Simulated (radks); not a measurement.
Species: Pd+. Configuration: [Kr] 4d9 (the NIST ground configuration).

All-electron calculation, scalar-relativistic Kohn-Sham, r2SCAN, spin-polarised, spherical densities, finite nucleus; open shells are filled with parallel spins first (spin-orbit coupling, left out, can overturn this in heavy ions); meta-GGA in the generalised Kohn-Sham scheme; Fermi nuclear charge, rms radius 4.5318 fm. Program: a radial shooting solver on a logarithmic mesh with Libxc functionals.

Energy parts (hartree):
total: -5046.17055
kinetic: 5234.20654
electron-nucleus: -12175.63379
Hartree: 2039.36238
exchange-correlation: -144.10568

Orbitals (lengths in bohr, moments of r in powers of bohr; <r^-3> diverges for s and p1/2; r(90%) holds 90 % of the orbital's charge):
\begin{tabular}{lrrrrrr}
orbital & occ. & eigenvalue (hartree) & r(90%) & <r^-3> & <r^4> & <r^2> \\ \hline
1s down & 1 & -890.2694 & 0.0571 & - & 4.893e-06 & 0.001372 \\
1s up & 1 & -890.2693 & 0.0571 & - & 4.893e-06 & 0.001372 \\
2s up & 1 & -130.8398 & 0.214 & - & 0.0008752 & 0.02255 \\
2s down & 1 & -130.8309 & 0.214 & - & 0.0008752 & 0.02254 \\
2p up & 3 & -117.2430 & 0.196 & 3505 & 0.0006285 & 0.01778 \\
2p down & 3 & -117.2364 & 0.196 & 3505 & 0.0006284 & 0.01777 \\
3s up & 1 & -24.13819 & 0.557 & - & 0.04123 & 0.1638 \\
3s down & 1 & -24.13606 & 0.557 & - & 0.04122 & 0.1638 \\
3p up & 3 & -19.63199 & 0.569 & 620.5 & 0.04450 & 0.1661 \\
3p down & 3 & -19.62889 & 0.569 & 620.2 & 0.04448 & 0.1661 \\
3d up & 5 & -12.49396 & 0.566 & 84.03 & 0.04395 & 0.1526 \\
3d down & 5 & -12.48728 & 0.566 & 84.01 & 0.04391 & 0.1526 \\
4s up & 1 & -3.65555 & 1.38 & - & 1.577 & 1.022 \\
4s down & 1 & -3.62290 & 1.38 & - & 1.573 & 1.020 \\
4p up & 3 & -2.36903 & 1.55 & 97.21 & 2.476 & 1.249 \\
4p down & 3 & -2.33467 & 1.55 & 97.54 & 2.475 & 1.248 \\
4d up & 5 & -0.55573 & 2.32 & 7.496 & 13.36 & 2.542 \\
4d down & 4 & -0.52304 & 2.36 & 7.426 & 14.33 & 2.607 \\
\end{tabular}

The highest occupied level is 4d down at -14.233 eV. The electron density at the nucleus is 1.359e+05 e/bohr^3 (large components only). The density falls to 0.001 e/bohr^3 at r = 3.63 bohr. Spin moment in Bohr magnetons: 1.
